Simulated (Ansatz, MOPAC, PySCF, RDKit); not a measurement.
Complex: C2H2 (SMILES C#C) (first 4 atoms) with C2H6 (SMILES CC); geometry from B3LYP-D3(BJ)/def2-TZVP, rigid monomers moved along the line of their centres of mass till H4···C5 is 3.31 Å.
(charge 0, multiplicity 1):
```
atom    x (Å)    y (Å)    z (Å)
----  -------  -------  -------
C      0.4223  -0.2433  -0.5811
C     -0.3359   0.0052   0.3111
H      1.0955  -0.4638  -1.3733
H     -1.0057   0.2247   1.1064
C     -0.7634   0.2802   4.4091
C      0.7080  -0.1236   4.3857
H     -0.9258   1.2219   3.8794
H     -1.1244   0.4166   5.4303
H     -1.3922  -0.4815   3.9420
H      1.0667  -0.2591   3.3640
H      0.8679  -1.0620   4.9201
H      1.3331   0.6366   4.8581
```

Counterpoise-corrected where a basis set is named; no monomer relaxation.

Cores are frozen in the correlated methods. Rows in 6-31G* carry no dispersion term and start afresh at each structure (6-31G* with six Cartesian d functions). MP2/6-31G* freezes PySCF's default core. The state reached by PM3 isn't checked.

Run with Ansatz (Gaussian basis) for Hartree–Fock, density functionals and correlated methods; MOPAC for PM3 (differences of heats of formation); PySCF for 6-31G* rows, the dispersion terms; RDKit for the force fields. 

```tsv
level	interaction energy (meV)
MMFF94	-18.7
PM3	-18.3
HF/aug-cc-pVDZ	1.9
PBE/def2-TZVPPD	-18.4
r2SCAN/def2-TZVPPD	-18.2
B3LYP/def2-TZVPPD	2.3
PBE0-D3(BJ)/def2-TZVPPD	-41.5
MP2/6-31G*	-15.7
CCSD(T)/aug-cc-pVDZ	(withheld)
```

### Question
Complete the blanks.

### Answer

- CCSD(T)/aug-cc-pVDZ, interaction energy (meV): -30.2

Ansatz is an electronic-structure program.
